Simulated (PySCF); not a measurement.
C₃H₃, doublet, geometry from GFN2-xTB. Base run: PBE/pcseg-1 in PySCF.

The PySCF input:
```python
from pyscf import gto, scf, dft

mol = gto.Mole()
mol.atom = '''
    C     0.00175930   -0.00079138    0.33446282
    C     0.00804284   -0.00361788    1.52903105
    C    -0.00590540    0.00265640   -1.12268107
    H     0.03996787    1.03022063   -1.47944750
    H     0.85747672   -0.55120368   -1.48748952
    H    -0.92082503   -0.46849982   -1.47793980
'''
mol.basis = 'pcseg-1'
mol.spin = 1
mol.verbose = 4
mol.build()

mf = dft.UKS(mol)
mf.xc = 'pbe'
mf.kernel()
mo_i, mo_e, stable_i, stable_e = mf.stability(internal=True, external=False, return_status=True, nroots=6, tol=1e-6)
print('internally stable:', stable_i, ' externally stable:', stable_e)
if not stable_i:
    umf = mf.copy()
    umf.scf_summary = {}
    umf.kernel(umf.make_rdm1(mo_i, mf.mo_occ))
```

The bond that is stretched is that between atoms 4 and 3. A test that says stable can miss a lower solution.

The base run was repeated with changes; each row names its change, and settings that it needs were set with it.

```tsv
change	ΔE vs base (mEh)	<S^2>	stability test says
base	0.000	0.769	internally stable (external not tested)
bond × 1.25	23.981	0.770	internally stable (external not tested)
bond × 1.5	66.855	0.772	internally stable (external not tested)
bond × 1.8	112.7	0.789	internally stable (external not tested)
bond × 2.2	141.7	1.085	internally stable (external not tested)
bond × 3.0	149.9	1.123	internally stable (external not tested)
```

On stretching, the SCF can end on different states; <S^2> shows the spin contamination of each.
